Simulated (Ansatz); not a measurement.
`[GaH2][Br]` and `[Br][GaH][Br]` differ in one atom or group.

Ansatz, PBE0-D4/def2-TZVP geometries, multiplicity 1. 

Scalar relativity is left out up to krypton.

| property | `[GaH2][Br]` |
| --- | --- |
| HOMO–LUMO gap (ωB97M-V/def2-TZVPP) / eV | 10.06 |
| HOMO–LUMO gap (B3LYP/def2-TZVPP) / eV | 5.64 |
| HOMO–LUMO gap (PBE/def2-TZVPP) / eV | 4.13 |
| LUMO energy (B3LYP/def2-TZVPP) / eV | -2.19 |
| size of the dipole moment (B3LYP/def2-TZVPP) / D | 1.81 |
| ideal-gas entropy at 298 K and 1 bar (rigid rotor, harmonic PBE0-D4/def2-TZVP) / J/(mol·K) | 276 |

Q: Give the same properties after the change, and the shifts. (Best estimate.)

A: Ansatz gave: 
| property | `[Br][GaH][Br]` | shift |
| --- | --- | --- |
| HOMO–LUMO gap (ωB97M-V/def2-TZVPP) / eV | 10.55 | 0.49 |
| HOMO–LUMO gap (B3LYP/def2-TZVPP) / eV | 6.11 | 0.47 |
| HOMO–LUMO gap (PBE/def2-TZVPP) / eV | 4.61 | 0.48 |
| LUMO energy (B3LYP/def2-TZVPP) / eV | -2.12 | 0.07 |
| size of the dipole moment (B3LYP/def2-TZVPP) / D | 1.41 | -0.40 |
| ideal-gas entropy at 298 K and 1 bar (rigid rotor, harmonic PBE0-D4/def2-TZVP) / J/(mol·K) | 323 | 47 |

Dipoles are sizes alone; their direction can turn.

B3LYP here is the variant with VWN-RPA as its local correlation; programs differ in this.

Spin–orbit coupling is left out; it splits and shifts lone-pair levels of the heavy atoms by tenths of an eV.
